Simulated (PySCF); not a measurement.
# Electronic absorption of C7H7NO2

C₇H₇NO₂.
SMILES: `CC(=O)Oc1ccccn1`

Theory: PySCF, TDDFT CAM-B3LYP/def2-SVPD, vertical, gas phase, core orbitals frozen in the response. Geometry: PBE0-D3(BJ)/def2-SVP, one conformer, isolated molecule.

Q: Predict the UV-vis stick spectrum at this level.

A: 

```tsv
state	E (eV)	λ (nm)	ν̃ (cm⁻¹)	f	|μ| (D)	main configurations (H = HOMO, L = LUMO)
S1	5.43	228.3	43800	0.0060	0.54	H-1→L (88%)
S2	5.45	227.4	43980	0.073	1.88	H→L (75%), H-2→L+1 (14%)
S3	5.73	216.2	46250	0.0041	0.43	H-1→L+1 (52%), H-2→L+3 (11%), H-3→L+3 (10%)
S4	5.80	213.7	46790	0.0030	0.37	H-1→L+1 (34%), H-2→L+1 (13%), H-3→L+1 (12%)
S5	6.10	203.4	49160	0.114	2.22	H→L+1 (82%), H-2→L (10%)
S6	7.06	175.5	56980	0.297	3.33	H-2→L (33%), H→L+3 (18%), H-2→L+1 (13%)
S7	7.27	170.5	58640	0.083	1.73	H→L+2 (44%), H→L+4 (18%), H-2→L (9%)
S8	7.33	169.1	59140	0.318	3.38	H-2→L+1 (36%), H→L+2 (13%), H-3→L (12%)
S9	7.42	167.0	59890	0.059	1.45	H-2→L (31%), H-3→L (24%), H→L+3 (23%)
S10	7.61	162.8	61420	0.203	2.65	H→L+3 (38%), H-3→L (33%), H-3→L+1 (8%)
```

Triplets, Tamm–Dancoff:

```json
{"state": "T1", "E (eV)": "4.18", "λ (nm)": "296.7", "main configurations (H = HOMO, L = LUMO)": "H→L+1 (69%), H-2→L (11%)"}
{"state": "T2", "E (eV)": "4.47", "λ (nm)": "277.4", "main configurations (H = HOMO, L = LUMO)": "H→L (95%)"}
{"state": "T3", "E (eV)": "4.75", "λ (nm)": "261.0", "main configurations (H = HOMO, L = LUMO)": "H-1→L (90%)"}
{"state": "T4", "E (eV)": "5.02", "λ (nm)": "246.8", "main configurations (H = HOMO, L = LUMO)": "H-2→L (52%), H-3→L (21%), H→L+1 (18%)"}
```

The lowest singlet lies at 5.43 eV (228 nm, ultraviolet) and is weak; its leading configuration is HOMO-1→LUMO (88%). The most intense listed level is S8 at 7.33 eV (169 nm, f = 0.318), 1.90 eV above S1. Löwdin shares by element: HOMO carbon 70% or more (atoms not listed hold the other 30%); LUMO carbon 44% or more, nitrogen 21% (atoms not listed hold the other 35%). Orbital energies (eV): HOMO-3 -10.02, HOMO-2 -9.65, HOMO-1 -9.34, HOMO -8.71, LUMO 0.10, LUMO+1 0.31, LUMO+2 1.27. Of the 10 states listed, 7 reach f = 0.01 and none stays under 0.0005. The listed states span 2.18 eV, and the widest gap between neighbours is 0.97 eV (S5 to S6). All these states lie below the vertical ionisation energy of 9.40 eV (ΔSCF). Only the lowest 10 singlets were computed, as vertical energies without vibronic structure.

Time: 6.3 min of wall time. Hardware: one thread of an x86-64 server, no GPU (shared host).
